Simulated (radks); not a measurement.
Initial-state core-level shifts of the lutetium ion Lu2+ when its valence configuration changes from [Xe] 4f14 6s1. Calculated with a radial shooting solver on a logarithmic mesh with Libxc functionals: Dirac Kohn-Sham, PBE, spin-unpolarised, spherical densities, point nucleus; open shells are shared between the two j in proportion to 2j + 1. Shifts are changes of the shell-averaged eigenvalues in eV (positive: less bound).

| valence | 1s | 2p | 3p | 4s |
|---|---|---|---|---|
| 4f14 6p1 | -1.444 | -1.425 | -1.413 | -1.421 |
| 4f13 6s1 6p1 | -12.308 | -12.949 | -13.910 | -13.484 |
| 4f14 5d1 | +2.464 | +2.575 | +2.519 | +2.534 |
| 4f13 5d1 6s1 | -7.961 | -8.479 | -9.518 | -9.087 |
| 4f13 6s2 | -10.897 | -11.554 | -12.523 | -12.091 |
| 4f13.5 6s1.5 | -5.274 | -5.586 | -6.046 | -5.864 |
| 4f13.5 6s0.5 6p1 | -6.702 | -6.997 | -7.447 | -7.271 |
| 4f13.5 5d1 6s0.5 | -2.558 | -2.745 | -3.268 | -3.077 |
| 4f11.5 6s1.5 6p2 | -32.288 | -34.140 | -36.896 | -35.269 |
